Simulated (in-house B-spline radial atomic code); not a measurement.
**RPA and G0W0 on TPSS: Cd II (Cd+)**

Configuration [Kr] 4d10 5s1, highest spin, mean-field start TPSS. Computed with an all-electron radial atomic-structure program (B-spline basis): all electrons, non-relativistic, point nucleus, each spin shell either full or empty, empty states to l = 9 with an (l + 1/2)⁻⁴ tail; G0W0 by contour deformation at full frequency.

Without relativity these are model numbers: it shifts the levels of so heavy an element strongly and can reorder them.

Command:
```bash
python run_gw.py task.json out
```
Settings (radii: box in bohr, nucleus in fm):
```
Z                        48
electrons                47
configuration            [Kr] 4d10 5s1
hamiltonian              nr
method                   tpss,tpss
lmax                     9
spin_polarised           True
box_radius               23.78
intervals                55
ion_configuration        [Kr] 4d10
```

Run time, properties included: 11 s on 1 thread of Arm Neoverse N1, on a shared host.

Energies (hartree):

| term | value |
| --- | --- |
| mean-field total | -5466.98119 |
| Hartree-Fock functional on these orbitals | -5464.85296 |
| direct second order | -4.1634 |
| second-order exchange | 1.1533 |
| SOSEX correction | 1.0597 |

Question: What is the RPA correlation energy, and what remains with SOSEX?

Answer: RPA gives -3.602 hartree (-2.09 eV per electron); RPA + SOSEX gives -2.5423, and the second-order doubles -3.0102 hartree (no singles). RPA lacks exchange-type terms and so overcorrelates at short range.

Quasi-particle levels (eV):

| level | occupied | mean field | Σx - vxc | Σc | QP weight | G0W0 |
| --- | --- | --- | --- | --- | --- | --- |
| 5s up | yes | -12.614 | -2.50 | ? | ? | ? |
| 5s down | no | -11.551 | 5.38 | -2.58 | 0.897 | -8.747 |

G0W0 = mean field + (Σx - vxc) + Σc, with Σc (partial-wave tail included) taken at the quasi-particle energy. Only the outer levels were computed. Levels of low weight are left out.

Question: Where does G0W0 put 5s up?

Answer: At -16.637 eV, with Σc = -1.52 eV and a quasi-particle weight of 0.922. The tabulated removal energy is 16.908 eV (NIST, measured); the calculation leaves out relativity, Breit and QED terms, and what these don't explain is the method's own error.

Question: What does it cost to remove one electron (to [Kr] 4d10) by differences of total energies, each species on its own start (correlation terms add to the Hartree-Fock functional)?

Answer: TPSS 16.164 eV, Hartree-Fock functional 14.700 eV, + RPA 16.599 eV, + RPA + SOSEX 15.876 eV, + second order 16.986 eV. Tabulated: 16.908 eV (NIST, measured); the calculation leaves out relativity, Breit and QED terms, and what these don't explain is the method's own error.
